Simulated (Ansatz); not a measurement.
This geometry of C2H7GeI (11 atoms, charge 0, multiplicity 1) is a first-order saddle point.

All numbers below come from RKS r2SCAN-D4/def2-SVP in Ansatz 0.2.0.

```xyz
11
Properties=species:S:1:pos:R:3
C -0.248 1.398 0.531
C -0.455 -0.115 0.558
Ge 0.702 -1.100 -0.689
I -0.737 -2.446 -2.292
H -0.476 1.823 -0.460
H -0.907 1.896 1.262
H 0.788 1.679 0.781
H -0.256 -0.526 1.562
H -1.496 -0.378 0.313
H 1.550 -0.166 -1.567
H 1.601 -2.123 0.023
```

Q: Which two structures does it join? (They come from a converged band through this point; their orientation in space is the band's.)

A: No bond is made or broken. The dihedral H9–C2–Ge3–I4 goes from 63 to -59°.

First end point:

```xyz
11
Properties=species:S:1:pos:R:3
C -0.531 1.310 0.327
C -0.267 -0.137 0.732
Ge 0.819 -1.140 -0.548
I -0.412 -1.220 -2.767
H -1.070 1.365 -0.632
H -1.143 1.828 1.083
H 0.406 1.879 0.214
H 0.272 -0.194 1.695
H -1.209 -0.695 0.866
H 2.166 -0.453 -0.827
H 1.034 -2.601 -0.122
```

Last end point:

```xyz
11
Properties=species:S:1:pos:R:3
C -0.019 1.345 0.715
C -0.609 -0.019 0.358
Ge 0.546 -1.030 -0.856
I -0.525 -3.283 -1.312
H 0.129 1.975 -0.177
H -0.687 1.898 1.396
H 0.956 1.251 1.220
H -0.764 -0.639 1.257
H -1.592 0.081 -0.131
H 0.706 -0.328 -2.215
H 1.926 -1.307 -0.237
```

Q: How far does it lie above each of them?

A: 1.7 kcal/mol above the first and 1.2 kcal/mol above the second. This is the barrier of this one path; another mechanism may lie lower.

Time of the run: 60 s on 2 threads of Intel(R) Xeon(R) 6975P-C (Granite Rapids) (shared host), peak memory 0.22 GiB.
